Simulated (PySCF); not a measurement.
**Exercise with solution: refractive index and permittivity of the vapour**

C4H6F2, SMILES F[C@H]1C[C@@H](F)C1.

Coordinates come from a PBE0-D3(BJ)/def2-SVP optimisation. The structure was generated by enumeration; whether it is a known compound was not checked.

PBE0/def2-TZVP (PySCF) gives a mean static polarisability of 46.1 bohr³ and a dipole moment of 1.73 D. Take an ideal gas at 298.15 K and 1 bar, whether or not the substance is that volatile.

Task: Work out n − 1 in the optical limit and the static ε − 1.

Result: 
Polarisability volume α' = 46.1 × 0.148185 = 6.83 Å³. Number density N = p/kT = 2.43e-5 Å⁻³.
Dilute limit of Lorentz–Lorenz: n − 1 = 2π N α' = 0.0010.
Orientation term of Debye: μ²/(3kT) = 8.098 Å³ × μ²(D²) = 24.24 Å³.
ε − 1 = 4π N (α' + μ²/3kT) = 0.0095. Orientation of the dipole supplies 78 % of the static response; it can't follow optical fields. Vibrational polarisation and dispersion are left out.
